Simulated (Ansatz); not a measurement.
`O=C1CCCC(=O)C1`. Total charge 0; spin multiplicity 1. Geometry: relaxed with PBE0-D4/def2-TZVP.

```xyz
16

O     0.677    2.596    0.474
C     0.481    1.437    0.222
C    -0.303    0.995   -0.995
C    -0.298   -0.512   -1.203
C    -0.740   -1.233    0.060
C     0.034   -0.819    1.293
O    -0.110   -1.364    2.355
C     1.002    0.330    1.112
H     0.087    1.539   -1.859
H    -1.327    1.358   -0.849
H     0.706   -0.844   -1.490
H    -0.954   -0.777   -2.035
H    -1.795   -1.020    0.275
H    -0.667   -2.320   -0.030
H     1.328    0.722    2.074
H     1.879   -0.088    0.597
```

**Question.** What is the dipole moment at ωB97M-V/def2-TZVPP? (Best estimate.)

**Answer.** The calculation gave: 3.87 D, with components (-0.31, -1.61, -3.51) D in this frame, pointing from negative to positive charge.

**Question.** And with PBE, r2SCAN, B3LYP? (An estimate is asked.)

**Answer.** The calculation gave: PBE 3.70 D, r2SCAN 3.84 D, B3LYP 3.88 D.

**Question.** Give the Mulliken charges with ωB97M-V, PBE, r2SCAN in def2-TZVPP. (An estimate is asked.)

**Answer.** Ansatz gave: 
| atom | ωB97M-V | PBE | r2SCAN |
| --- | --- | --- | --- |
| O1 | -0.27 | -0.22 | -0.30 |
| C2 | 0.13 | 0.03 | 0.11 |
| C3 | -0.15 | -0.08 | -0.03 |
| C4 | -0.23 | -0.12 | -0.05 |
| C5 | -0.15 | -0.08 | -0.03 |
| C6 | 0.13 | 0.03 | 0.11 |
| O7 | -0.27 | -0.22 | -0.30 |
| C8 | -0.14 | 0.00 | 0.04 |
| H9 | 0.12 | 0.09 | 0.06 |
| H10 | 0.12 | 0.08 | 0.06 |
| H11 | 0.12 | 0.06 | 0.03 |
| H12 | 0.11 | 0.07 | 0.03 |
| H13 | 0.12 | 0.08 | 0.06 |
| H14 | 0.12 | 0.09 | 0.06 |
| H15 | 0.12 | 0.09 | 0.07 |
| H16 | 0.12 | 0.08 | 0.06 |

B3LYP here is the variant with VWN-RPA as its local correlation; programs differ in this.
